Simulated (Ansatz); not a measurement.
```yaml
crystal:
  periodic: [false, false, false]
  atoms:
    - {symbol: C, position_ang: [-0.105516, -1.766908, 1.474688]}
    - {symbol: O, position_ang: [0.401469, -0.420451, 1.133934]}
    - {symbol: W, position_ang: [0.095577, 0.805143, -0.411684]}
    - {symbol: N, position_ang: [1.687811, 1.223997, -1.078655]}
    - {symbol: N, position_ang: [-1.115447, 0.203926, -1.586492]}
    - {symbol: O, position_ang: [-0.717012, 2.208994, 0.131643]}
    - {symbol: H, position_ang: [0.926910, -2.423377, 1.471658]}
    - {symbol: H, position_ang: [-0.733744, -2.130595, 0.940629]}
    - {symbol: H, position_ang: [-0.338729, -1.533900, 2.516226]}
    - {symbol: H, position_ang: [2.393327, 1.107629, -1.995875]}
    - {symbol: H, position_ang: [-1.554023, -0.433107, -2.332456]}
    - {symbol: H, position_ang: [-0.111021, 3.242164, 0.208398]}
basis:
  gaussian: {orbitals: def2-TZVPP}
hamiltonian: {xc: {name: r2SCAN0}}
relax: {f_tol: 0.0001, max_steps: 2}
```

```sh
$ ansatz run in.yaml --threads 2 --pin off --events-out ev --progress --plain --max-ram 22528MiB --backend cuda --devices 0, --max-vram 18GiB
```

Shortened log:

```
Functional definition: r2SCAN0
1546 factors; their error is unknown
mean field evaluation 1: about -10010.0733 eV, gradient 1.1e2 eV
mean field evaluation 2: about -9912.5419 eV, gradient 2.4e2 eV
mean field evaluation 4: about -10030.6953 eV, gradient 2.1e1 eV
mean field evaluation 8: about -10031.4993 eV, gradient 4.1e-1 eV
mean field evaluation 16: about -10031.5255 eV, gradient 5.5e-4 eV
mean field -10031.52546250 eV, -368.6517611347 hartree, gradient 7.6e-5 eV, S^2 0.000000; 0 other end points of the search recorded, 0 dependent functions left out
reference -10031.52547390 eV, -368.6517615537 hartree; 28, 28 occupied and 267, 267 virtual orbitals, 1546 factors
relax step   1: F+E_penalty+E_count = -10031.52546250 eV  Δ(F+E_penalty+E_count) = +0.000e0 eV  max|allowed force component| = 1.216e1 eV/Å  Δτ_max = 0.0000 Å  (35 SCF iters, accepted)
1546 factors; their error is unknown
mean field -10035.04506460 eV, -368.7811041262 hartree, gradient 2.0e-5 eV, S^2 0.000000; 0 other end points of the search recorded, 0 dependent functions left out
reference -10035.04507549 eV, -368.7811045266 hartree; 28, 28 occupied and 267, 267 virtual orbitals, 1546 factors
relax step   2: F+E_penalty+E_count = -10035.04506460 eV  Δ(F+E_penalty+E_count) = -3.520e0 eV  max|allowed force component| = 3.822e0 eV/Å  Δτ_max = 0.1940 Å  (40 SCF iters, accepted)
Error: geometry relaxation did not converge after 2 steps: max|allowed force component| = 3.82e0 eV/Å (threshold 1.0e-4). Raise `relax.max_steps` over both its present limit and 2, loosen `relax.f_tol`, or start from a geometry closer to equilibrium. Where this run's directory can be resumed (`checkpoint.write`), a resume goes on for up to `relax.max_steps` more
```

(1) Something in this input is off. What?

Answers

(1) The relaxation is allowed too few steps for its threshold. No converged result was reached.
